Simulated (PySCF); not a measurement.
Run record: excited-state job, TcO3(CCH), `C#[C][Tc](=[O])(=[O])=[O]`.

Method: TDDFT wB97X-D/def2-SVPD, vertical, gas phase, core orbitals frozen in the response, def2 core potentials past Kr (PySCF 2.14.0, density-fitted response routines). Geometry: PBE0-D3(BJ)/def2-SVP. A driver script takes a list of jobs; this job's settings line and coordinates (Å) are shown.

Input:
```
{"job": {"kind": "uv", "xc": "wB97X-D", "basis": "def2-SVPD", "ip": true, "nstates": 10}, "charge": 0, "multiplicity": 1}
Tc     0.529111     0.940525     0.375590
O      0.488476     0.910023     2.036974
O      2.089856     0.892478    -0.192192
O     -0.294643     2.251543    -0.228686
C     -0.392671    -0.700062    -0.279654
C     -0.960249    -1.703856    -0.679417
H     -1.459890    -2.590650    -1.032605
```

Output:
```
coarse grid: 36544 points
cycle   1  E = -382.3548643606  dE = -8.080e+00  |g| = 1.635e+00  |ddm| = 5.798e+00
cycle   2  E = -380.1824460928  dE =  2.172e+00  |g| = 3.780e+00  |ddm| = 4.153e+00
cycle   3  E = -382.8786865364  dE = -2.696e+00  |g| = 4.994e-01  |ddm| = 3.186e+00
cycle   4  E = -382.9259622000  dE = -4.728e-02  |g| = 2.028e-01  |ddm| = 1.042e+00
cycle   5  E = -382.9356941753  dE = -9.732e-03  |g| = 6.405e-02  |ddm| = 4.517e-01
cycle   6  E = -382.9367741172  dE = -1.080e-03  |g| = 1.716e-02  |ddm| = 1.432e-01
cycle   7  E = -382.9369082051  dE = -1.341e-04  |g| = 6.042e-03  |ddm| = 4.626e-02
cycle   8  E = -382.9369379491  dE = -2.974e-05  |g| = 1.529e-03  |ddm| = 3.140e-02
cycle   9  E = -382.9369389299  dE = -9.809e-07  |g| = 2.272e-03  |ddm| = 4.787e-03
final grid: 75640 points
cycle  10  E = -382.9296562964  dE = -2.264e-06  |g| = 6.205e-03  |ddm| = 1.814e-02
cycle  11  E = -382.9296197306  dE =  3.657e-05  |g| = 1.534e-02  |ddm| = 1.536e-02
cycle  12  E = -382.9296636856  dE = -4.396e-05  |g| = 2.597e-04  |ddm| = 1.070e-02
cycle  13  E = -382.9296637052  dE = -1.957e-08  |g| = 3.463e-04  |ddm| = 8.683e-04
cycle  14  E = -382.9296637336  dE = -2.836e-08  |g| = 1.189e-04  |ddm| = 5.437e-04
cycle  15  E = -382.9296637372  dE = -3.677e-09  |g| = 7.538e-05  |ddm| = 2.159e-04
cycle  16  E = -382.9296637389  dE = -1.676e-09  |g| = 1.077e-05  |ddm| = 1.187e-04
cycle  17  E = -382.9296637390  dE = -6.071e-11  |g| = 3.860e-06  |ddm| = 3.497e-05
converged SCF energy = -382.9296637390

Static polarisability (au): isotropic 69.238, principal 58.275 58.323 91.116

Singlet excitations
state   eV       nm        f      main configurations
  1   3.8581    321.4   0.00000   H-2->L 0.51, H-1->L 0.14, H->L+1 0.13
  2   3.8588    321.3   0.00000   H-2->L+1 0.51, H->L 0.14, H-1->L+1 0.14
  3   3.9753    311.9   0.00000   H-1->L 0.34, H->L+1 0.34, H->L 0.13
  4   4.2125    294.3   0.00147   H->L+1 0.31, H-1->L 0.30, H-2->L 0.20
  5   4.2130    294.3   0.00147   H->L 0.31, H-1->L+1 0.30, H-2->L+1 0.20
  6   4.3604    284.3   0.02954   H-4->L 0.35, H-3->L+1 0.34
  7   4.5072    275.1   0.00000   H-3->L 0.41, H-4->L+1 0.40
  8   4.6276    267.9   0.00111   H-5->L+1 0.26, H-4->L+1 0.20, H-3->L 0.19
  9   4.6280    267.9   0.00110   H-5->L 0.26, H-3->L+1 0.20, H-4->L 0.19
 10   5.1791    239.4   0.17978   H-1->L+1 0.27, H->L 0.27, H->L+1 0.10

Triplet excitations (Tamm-Dancoff, eV): 3.3950 3.4905 3.4913 3.6210
Vertical ionisation energy (delta-SCF) = 11.5266 eV
Vertical electron affinity (delta-SCF) = 2.2396 eV
```

The SCF starts on a coarse grid where the log names one; the energy can jump when the final grid takes over, and dE then counts from the start density on the new grid. H and L stand for HOMO and LUMO; the number after each pair is its weight.

Question: How does the lowest singlet excitation compare with the HOMO–LUMO gap?

Answer: HOMO -11.21 eV and LUMO -2.45 eV give a gap of 8.76 eV; S1 at 3.86 eV lies 4.90 eV below it.

Question: Which computed singlet has the largest oscillator strength, and what do all of them sum to?

Answer: State 10 at 5.18 eV (239 nm), f = 0.180; the 10 states sum to 0.214.

Main results: HOMO -11.21 eV, LUMO -2.45 eV; lowest singlet 3.86 eV; lowest triplet 3.40 eV (Tamm–Dancoff); mean polarisability 69.2 au.

Atoms past krypton carry effective core potentials; spin–orbit coupling is left out.

Question: Estimate the wall time. Hardware: an Arm Neoverse V2 with one thread, no GPU, on a shared host.

Answer: About 82 s.
Labels such as C1 count atoms from 1, the log's own numbers from 0.

Note: wB97X-D ran without an empirical dispersion term, which enters the total energy and its gradient alone.
